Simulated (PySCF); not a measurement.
C4H3F, SMILES C#C/C=C\F. Atoms are numbered in the order given.

```xyz
8

C      0.4148    -2.2182     0.0000
C     -0.1884    -1.1646     0.0000
C     -0.9238     0.0515     0.0000
C     -0.3751     1.2751     0.0000
F      0.9388     1.4752     0.0000
H      0.9556    -3.1454     0.0000
H     -2.0172     0.0008     0.0000
H     -0.9518     2.2042     0.0000
```

Coordinates come from a B3LYP-D3(BJ)/def2-SVP optimisation. The structure was generated by enumeration; whether it is a known compound was not checked.

Calculation: B3LYP-D3(BJ)/def2-SVP in PySCF.

Harmonic, unscaled wavenumbers; measured fundamentals usually lie a few per cent lower.

```
mode  ν (cm⁻¹)  IR (km/mol)  moving atoms (share of kinetic energy)
----  --------  -----------  --------------------------------------
1          146          2.2                  C 50 %, F 39 %, H 11 %
2          287         14.3                          C 70 %, H 26 %
3          385          5.5                   C 71 %, F 19 %, H 9 %
4          568          0.2                          C 78 %, H 18 %
5          664         37.0                          H 77 %, C 23 %
6          707         33.9                          H 77 %, C 23 %
7          757         12.0                          C 81 %, F 12 %
8          772         26.0                          H 72 %, C 26 %
9          929          0.2                          H 75 %, C 25 %
10         959         14.0                  C 77 %, F 12 %, H 11 %
11        1107         62.3                  H 50 %, C 33 %, F 17 %
12        1269         58.7                  H 69 %, C 17 %, F 14 %
13        1409         15.7                          H 61 %, C 37 %
14        1720         84.8                                  C 92 %
15        2217          1.3                           C 91 %, H 9 %
16        3172          3.8                                  H 92 %
17        3209          5.7                           H 91 %, C 9 %
18        3471         78.2                          H 86 %, C 14 %
```
